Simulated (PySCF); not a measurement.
**Diatomics of Si with group 3**

PBE0 with triple-zeta basis sets in PySCF, for the lowest determinant that a PBE0 search found; no spin–orbit coupling. De refers to high-spin ground-configuration atoms. A positive dipole means M(−)Si(+).

```tsv
M	basis	state (unpaired electrons)	Re (Å)	ωe (cm⁻¹)	De (eV)	μ (D)
Sc	def2-TZVPP	quartet (σ ↑, π ↑↑)	2.496	361	2.18	-3.62
Y	def2-TZVPP	quartet (σ ↑, π ↑↑)	2.662	312	2.57	-3.32
La	def2-TZVPP	quartet (σ ↑↑, π ↑)	2.606	351	2.70	-5.06
```

The shortest bond is that of ScSi (2.496 Å), the longest that of YSi (2.662 Å).

The state changes along the series, so neighbouring rows are not always alike in their bonding.

The metal atom is held in its measured ground configuration; semilocal functionals can put another filling of s and d lower by some tenths of an eV, and De to that atom would be smaller. Spin–orbit coupling is left out, which matters for elements this heavy, above all for dissociation energies. With d or f electrons several states lie close, and the lowest PBE0 determinant need not be the measured ground state.
